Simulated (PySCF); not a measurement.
Nonlinear optical response: `CC1=CC(=C2C=C2)C=C1`, C$_{9}$H$_{8}$

Molfile (atoms numbered from 1):
```
C9H8
     RDKit          3D

 17 18  0  0  0  0  0  0  0  0999 V2000
   -1.6599    1.1539   -0.1431 C   0  0  0  0  0  0  0  0  0  0  0  0
   -0.2583    0.6425   -0.1499 C   0  0  0  0  0  0  0  0  0  0  0  0
    0.8960    1.3770   -0.1357 C   0  0  0  0  0  0  0  0  0  0  0  0
    2.0185    0.4540   -0.1491 C   0  0  0  0  0  0  0  0  0  0  0  0
    3.3326    0.7771   -0.1408 C   0  0  0  0  0  0  0  0  0  0  0  0
    4.3983    1.7228   -0.1184 C   0  0  0  0  0  0  0  0  0  0  0  0
    4.7154    0.4343   -0.1397 C   0  0  0  0  0  0  0  0  0  0  0  0
    1.4644   -0.8900   -0.1733 C   0  0  0  0  0  0  0  0  0  0  0  0
    0.1054   -0.7695   -0.1732 C   0  0  0  0  0  0  0  0  0  0  0  0
   -1.6869    2.2529   -0.1240 H   0  0  0  0  0  0  0  0  0  0  0  0
   -2.2194    0.7874    0.7341 H   0  0  0  0  0  0  0  0  0  0  0  0
   -2.2166    0.8183   -1.0345 H   0  0  0  0  0  0  0  0  0  0  0  0
    0.9757    2.4644   -0.1172 H   0  0  0  0  0  0  0  0  0  0  0  0
    4.7313    2.7582   -0.0996 H   0  0  0  0  0  0  0  0  0  0  0  0
    5.4911   -0.3284   -0.1507 H   0  0  0  0  0  0  0  0  0  0  0  0
    2.0484   -1.8102   -0.1881 H   0  0  0  0  0  0  0  0  0  0  0  0
   -0.6127   -1.5917   -0.1881 H   0  0  0  0  0  0  0  0  0  0  0  0
  1  2  1  0
  2  3  2  0
  3  4  1  0
  4  5  2  3
  5  6  1  0
  6  7  2  0
  4  8  1  0
  8  9  2  0
  9  2  1  0
  7  5  1  0
  1 10  1  0
  1 11  1  0
  1 12  1  0
  3 13  1  0
  6 14  1  0
  7 15  1  0
  8 16  1  0
  9 17  1  0
M  END
```

Computed, not measured: quadratic response CAM-B3LYP/aug-cc-pVDZ first hyperpolarisability, Taylor convention, gas phase (PySCF 2.14.0). Geometry: PBE0-D3(BJ)/def2-SVP.

Problem. What is the first hyperpolarisability, and how does it disperse?

Solution. In au, Taylor convention; the vector part is βᵢ = ⅓ Σⱼ (βᵢⱼⱼ + βⱼᵢⱼ + βⱼⱼᵢ); β∥ is 3/5 of the vector part along the dipole, the dipole points from − to +:
```tsv
process	λ (nm)	β vector norm	β∥	β HRS	depolarisation ratio
static β(0;0,0)	∞	218.2	-126.7	95.3	4.25
second harmonic β(−2ω;ω,ω)	1907	245.1	-143.0	105.8	4.64
Pockels β(−ω;ω,0)	1907	226.6	-131.8	–	–
second harmonic β(−2ω;ω,ω)	1064	330.8	-195.0	138.8	5.71
Pockels β(−ω;ω,0)	1064	247.2	-144.3	–	–
```

Problem. Which lowest excitations, dipole and polarisabilities go with it?

Solution. S1 3.95 eV (f = 0.007); S2 4.03 eV (f = 0.031); S3 4.39 eV (f = 0.013); dipole 4.36 D; isotropic α 116.4 au static, 117.1 au at 1907 nm, 118.8 au at 1064 nm, 119.4 au at 953.5 nm, 127.7 au at 532 nm.
